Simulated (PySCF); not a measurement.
All numbers come from UPBE0/[Se def2-TZVP, H def2-TZVP], no relativity, density fitting, PySCF.

```xyz
6
charge 0 multiplicity 2, angstrom
Se    0.0000    0.0000   -0.0202
H     0.0000    0.0000    1.4530
H     1.6264    0.0000    0.0368
H     0.0000    1.6264    0.0368
H    -1.6264    0.0000    0.0368
H     0.0000   -1.6264    0.0368
```

SeH₅ (doublet), along the line from Se1 (at 0) through H2 (at 1.473 Å).

Task: Tabulate the fields along this line at -0.52, -0.44, -0.37, -0.29, -0.22, -0.15, -0.07, 0.07, 0.15, 0.22, 0.29, 0.37, 0.44, 0.52, 0.59, 0.66, 0.74, 0.81, 0.88, 0.96, 1.03, 1.10, 1.18, 1.25, 1.33, 1.40, 1.55, 1.62, 1.69, 1.77, 1.84, 1.92, 1.99, 2.06, 2.14, 2.21, 2.28, 2.36 Å.

Result: 
| distance (Å) | electron density (e/Å³) | spin density (e/Å³) | electron localisation function | electrostatic potential (V) |
| --- | --- | --- | --- | --- |
| -0.52 | 4.81 | 0.112 | 0.294 | 88.7 |
| -0.44 | 10.5 | 0.016 | 0.52 | 127 |
| -0.37 | 24.4 | 0.0314 | 0.715 | 194 |
| -0.29 | 53.4 | 0.369 | 0.778 | 324 |
| -0.22 | 97.9 | 1.07 | 0.627 | 611 |
| -0.15 | 185 | 0.855 | 0.246 | 1330 |
| -0.07 | 1370 | 0.259 | 0.782 | 3920 |
| 0.07 | 1360 | 0.0374 | 0.78 | 3920 |
| 0.15 | 186 | 0.15 | 0.249 | 1330 |
| 0.22 | 98.2 | 0.13 | 0.629 | 611 |
| 0.29 | 53.6 | 0.0455 | 0.78 | 325 |
| 0.37 | 24.4 | 0.0045 | 0.721 | 195 |
| 0.44 | 10.4 | -0.00373 | 0.522 | 128 |
| 0.52 | 4.75 | 0.00213 | 0.274 | 90.2 |
| 0.59 | 2.55 | 0.0114 | 0.155 | 65.8 |
| 0.66 | 1.72 | 0.0202 | 0.164 | 49.1 |
| 0.74 | 1.4 | 0.0276 | 0.314 | 37.2 |
| 0.81 | 1.29 | 0.0337 | 0.609 | 28.9 |
| 0.88 | 1.25 | 0.0392 | 0.838 | 23.4 |
| 0.96 | 1.25 | 0.0449 | 0.936 | 20.3 |
| 1.03 | 1.28 | 0.0515 | 0.973 | 19.7 |
| 1.10 | 1.34 | 0.0603 | 0.988 | 21.9 |
| 1.18 | 1.47 | 0.0724 | 0.995 | 28.2 |
| 1.25 | 1.65 | 0.0889 | 0.998 | 41.8 |
| 1.33 | 1.9 | 0.11 | 0.999 | 72.4 |
| 1.40 | 2.29 | 0.142 | 1 | 169 |
| 1.55 | 2.01 | 0.134 | 1 | 169 |
| 1.62 | 1.42 | 0.0957 | 1 | 71.9 |
| 1.69 | 1.01 | 0.0699 | 1 | 40.7 |
| 1.77 | 0.71 | 0.0505 | 1 | 25.9 |
| 1.84 | 0.497 | 0.0365 | 0.999 | 17.6 |
| 1.92 | 0.351 | 0.0267 | 0.999 | 12.5 |
| 1.99 | 0.249 | 0.0196 | 0.998 | 9.21 |
| 2.06 | 0.177 | 0.0145 | 0.997 | 6.96 |
| 2.14 | 0.126 | 0.0107 | 0.996 | 5.39 |
| 2.21 | 0.0907 | 0.00793 | 0.995 | 4.27 |
| 2.28 | 0.0658 | 0.00593 | 0.994 | 3.45 |
| 2.36 | 0.0481 | 0.00448 | 0.993 | 2.85 |

On a grid of 0.07 Å the density has a local minimum along the bond near 0.88 Å from Se, at 1.25 e/Å³, where the ELF is 0.84.
